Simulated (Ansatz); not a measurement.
Job for Ansatz (a program for electronic structure): R-PBE0/def2-TZVPP on H3ISi2 (SMILES [SiH3][Si]I), a point of a torsion scan. Elements past Kr take the def2 small-core potentials; no spin–orbit coupling.

Ansatz 0.2 input:
```yaml
crystal:
  periodic: [false, false, false]
  atoms:
    - {symbol: Si, position_ang: [-0.71647725, -0.03204368, 0.08550058]}
    - {symbol: Si, position_ang: [1.20509954, 1.22603347, -0.17420437]}
    - {symbol: I, position_ang: [2.89960805, 0.16424609, 1.38678774]}
    - {symbol: H, position_ang: [-1.23165035, -0.56531312, 1.35071925]}
    - {symbol: H, position_ang: [-1.77400886, 0.85351545, -0.43616867]}
    - {symbol: H, position_ang: [-0.62304713, -1.16892943, -0.84376632]}
basis:
  gaussian:
    orbitals: def2-TZVPP
hamiltonian:
  xc: {name: PBE0}
scf: {lower_state_search: off}
```

The head of its log:

```
WARN ansatz: RAYON_NUM_THREADS=1 ignored (pool sized by the plan → 1); use --threads N
Functional definition: PBE0
these checks for a lower state are left out or cut short: stability, starts, cluster_reference, orbital_swaps, neighbouring_geometries, increment
integrals: 0.10 GiB planned
1177 factors; their error is unknown
mean field: 0.82 GiB planned
mean field evaluation 1: about -23897.5925 eV, gradient 1.3e1 eV
mean field evaluation 2: about -23897.9129 eV, gradient 1.1e1 eV
```

**Question.** What total energy does the run end on?

**Answer.** -878.2585 hartree.
